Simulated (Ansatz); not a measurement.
```yaml
crystal:
  periodic: [false, false, false]
  atoms:
    - {symbol: N, position_ang: [-0.351014, 1.232505, -1.289784]}
    - {symbol: Ta, position_ang: [0.021130, -0.011919, -0.090414]}
    - {symbol: O, position_ang: [1.902144, -0.397945, -0.202678]}
    - {symbol: O, position_ang: [-1.058408, -1.554663, -0.482868]}
    - {symbol: Xx, position_ang: [-0.386393, 0.604411, 1.670760]}
    - {symbol: H, position_ang: [-0.539720, 1.891973, -2.023649]}
    - {symbol: H, position_ang: [2.437403, -0.920450, 0.394610]}
    - {symbol: H, position_ang: [-1.194850, -2.336551, 0.052143]}
    - {symbol: H, position_ang: [-0.741793, 1.446238, 1.954779]}
basis:
  gaussian: {orbitals: x2c-TZVPPall, final_grid: {core_spheres: 5, valence_spheres: 4, degree: 11}}
hamiltonian: {xc: {name: SVWN5}}
```

```sh
$ ansatz run in.yaml --threads 4 --pin off --events-out ev --progress --plain --max-ram 10444MiB
```

Shortened log:

```
Error: YAML parse error: error: line 8 column 16: `Xx` is not an element symbol (H … Og, case-exact)
 6 |     - {symbol: O, position_ang: [1.902144, -0.397945, -0.202678]}
 7 |     - {symbol: O, position_ang: [-1.058408, -1.554663, -0.482868]}
 8 |     - {symbol: Xx, position_ang: [-0.386393, 0.604411, 1.670760]}
 9 |     - {symbol: H, position_ang: [-0.539720, 1.891973, -2.023649]}
10 |     - {symbol: H, position_ang: [2.437403, -0.920450, 0.394610]}
```

(1) Something in this input is off. What?

## Answers

(1) An element symbol is wrong. The input was rejected before any iteration.
